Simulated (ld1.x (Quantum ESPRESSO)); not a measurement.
**Before and after: TM potential for strontium (Sr)**

```json
{
 "Element": "Sr",
 "Generator": "ld1.x (Quantum ESPRESSO) 7.5",
 "Type": "norm-conserving Troullier–Martins (Kleinman–Bylander form)",
 "Functional": "PBE",
 "Relativity": "scalar-relativistic",
 "Frozen core": "[Kr]",
 "Valence charge": "2",
 "Reference configuration": "4d1 5s1 5p0",
 "Partial waves": "5s (bound): rc 3.75 bohr; 5p (bound, empty): rc 3.10 bohr; 4d (bound): rc 4.00 bohr",
 "Local potential": "all-electron potential smoothed inside 3.95 bohr (lloc = -1)",
 "Core correction": "none"
}
```

Change: local potential all-electron potential smoothed inside 4.60 bohr (lloc = -1).

Cutoffs: the cutoffs (Ry, on a coarse ladder) from which the occupation-weighted sum of valence levels, in a spherical-Bessel basis at the reference potential, stays within 10 and 1 mRy of its value at 400 Ry; they do not see the model core or the augmentation charge, which bear on the density cutoff. Errors are all-electron minus pseudo energies relative to the spin-unpolarised reference configuration.

How do hardness, ghosts and transferability respond?

Both files are so soft that the ladder of cutoffs tells neither apart; the bound ghost in p disappears; the errors of the 7 common tests hardly move. In the separable form a ghost depends on how the local part lies against the semilocal potential of the channel, so the choice of the local part can create or remove one.

```csv
quantity,base,changed
"cutoff, loose",10 Ry,10 Ry
"cutoff, tight",12 Ry,12 Ry
bound ghosts,p,none
"error for 4d0 5s2 5p0, meV [ΔE -2.32 eV]",+108,+108
"error for 4d0 5s1 5p0, meV [ΔE 3.56 eV]",+169,+169
"error for 4d0 5s1.5 5p0, meV [ΔE 0.01 eV]",+130,+130
"error for 4d0.5 5s1.5 5p0, meV [ΔE -1.18 eV]",+21,+21
"error for 4d0 5s0 5p1, meV [ΔE 6.50 eV]",+363,+413
"error for 4d1 5s0 5p0, meV [ΔE 5.32 eV]",+72,+62
"error for 4d0 5s0 5p2, meV [ΔE 2.38 eV]",+310,+353
```

 A true bound ghost makes a file unfit for plane-wave use even where its test errors are small: the radial tests pick states by their node count and pass the ghost by.
